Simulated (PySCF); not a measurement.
# Ionisation energy of Mg⁺ by level of theory

Mg⁺ [Ne] 3s1 (2S) → Mg²⁺ [Ne] (1S), as a difference of total energies. Computed with PySCF 2.14 in dyall-av3z (20s13p6d4f, 117 functions), with scalar relativity by spin-free X2C-1e. The calculations carry no spin-orbit coupling.

```tsv
method	ionisation energy (eV)
UHF	14.745
LDA	15.376
PBE	15.360
PBE0	15.255
r2SCAN	15.043
M06-2X	15.185
BHandHLYP	15.322
LC-wPBE	15.180
```

For comparison: 15.035 eV (measured; NIST Atomic Spectra Database, ionization energies).
